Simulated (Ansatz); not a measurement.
Consider the formal exchange of groups at a B–C bond: `C[SiH2]C(F)BF` + `NCF` → `NCBF` + `C[SiH2]C(F)F`.

Calculated with Ansatz (gas phase, PBE0-D4/def2-TZVP geometries, no zero-point term in ΔE). CBS: MP2 limit from def2 TZ/QZ plus the TZ coupled-cluster correction, frozen cores. Functionals use def2-TZVPP. One conformer a species, not always the lowest.

```csv
species,B2PLYP energy (Eh)
`C[SiH2]C(F)BF`,-594.31222
`NCF`,-195.05722
`NCBF`,-220.53402
`C[SiH2]C(F)F`,-568.82530
```

Question: Work out ΔE.

Answer: ΔE = (-220.53402) + (-568.82530) − (-594.31222) − (-195.05722) = 0.01012 Eh = +26.6 kJ/mol. CCSD(T)/CBS gives +25.6 kJ/mol.

Largest T1 diagnostic among the species: 0.012.
